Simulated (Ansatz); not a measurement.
Coupled-cluster diagnostics for RuCl3, Ansatz.

Geometry of the doublet (r2SCAN-D4/def2-SVP):

```xyz
4

Ru   -0.113   -0.029   -0.199
Cl   -0.351    2.111   -0.730
Cl   -0.393   -0.256    1.973
Cl    0.857   -1.827   -1.044
```

In the def2 sets Ru takes a core potential; there is no spin–orbit coupling. Correlated methods freeze 15 core orbitals; core or outer-core shells of Ru are correlated, in sets that lack core-valence functions. Another isomer (quartet) lies 0.52 eV lower at PBE0-D4/def2-TZVP; other spin states weren't run for this one.

**Question.** Estimate the CCSD(T) correlation energy, the shares of MP2 and (T), T1 and the reference's ⟨S²⟩ for: charge 0, doublet, own geometry in def2-TZVP; and the rough time on 4 threads of Arm Neoverse N1 on a shared host.

**Answer.** 
| state | basis | correlation (eV) | MP2 share (%) | (T) share (%) | T1 | ⟨S²⟩ (pure) | wall time | remarks |
| --- | --- | --- | --- | --- | --- | --- | --- | --- |
| charge 0, doublet, own geometry | def2-TZVP | -29.341 | 91.5 | 4.9 | 0.045 | 1.98 (0.75) | 6.2 min | flagged by the program, spin-contaminated |
Customary marks for T1 are 0.02 (closed shells), 0.045 (open shells) and about 0.05 (3d metals). T1 exceeds 0.02 in 1 of 1 rows and 0.045 in 0; the higher it lies, the less the single-reference result can be trusted.
